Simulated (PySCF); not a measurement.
Mg(OMe)(SeH) (CH4MgOSe), SMILES C[O][Mg][SeH].

Geometry: B3LYP-D3(BJ)/def2-SVP. The structure was generated by enumeration; whether it is a known compound was not checked. Other conformers were not sampled.

Two levels are set side by side: TDDFT-PBE/def2-SVPD (PySCF) and TDDFT-LC-ωPBE/def2-SVPD (PySCF). Vertical, same geometry. The lowest singlet is HOMO→LUMO 99 % with PBE and HOMO→LUMO 90 % with the other functional; states are paired by order. Differences are taken from unrounded values.

```csv
quantity,TDDFT-PBE
lowest singlet excitation (eV),3.69
lowest triplet excitation (TDA) (eV),3.52
first bright state (f over 0.05) (eV),3.92
its oscillator strength,0.05
```

Question: These are the TDDFT-PBE values. What does TDDFT-LC-ωPBE give? (An estimate is asked for; the answer gives what the named calculation found.)

Answer: 
```tsv
quantity	TDDFT-LC-ωPBE	TDDFT-PBE minus TDDFT-LC-ωPBE
lowest singlet excitation (eV)	4.91	-1.22
lowest triplet excitation (TDA) (eV)	4.55	-1.04
first bright state (f over 0.05) (eV)	4.91	-0.99
its oscillator strength	0.06	-0.01
```

A lower first singlet is the usual sign of a functional without exact exchange. Differences between two approximate levels are no errors against the true value.

Rough cost on one machine, each run with all the roots and properties that it gave: TDDFT-LC-ωPBE against TDDFT-PBE about 6 times.
